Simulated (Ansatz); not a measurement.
Si(Cl)2 anion (Cl₂Si), SMILES Cl[Si]Cl (connectivity only; charge and spin as stated), charge -1, multiplicity 2.

The structure is a stationary point at PBE0-D3(BJ)/def2-SVPD. The spin state was assumed, not searched. The isomer is the one that the SMILES or the coordinates give; other isomers of the formula were not compared.

Two levels are set side by side: PBE/def2-TZVPD (Ansatz, a first-principles code) and CAM-B3LYP/def2-TZVPD (Ansatz). Energy differences of separate SCF runs at the same geometry; the states with an electron removed or added have multiplicity 1. Differences are taken from unrounded values.

| quantity | PBE |
|---|---|
| vertical ionisation energy (eV) | 1.51 |

These are the PBE values. What does CAM-B3LYP give? (An estimate is asked for; the answer gives what the named calculation found.)


| quantity | CAM-B3LYP | PBE minus CAM-B3LYP |
|---|---|---|
| vertical ionisation energy (eV) | 1.67 | -0.16 |
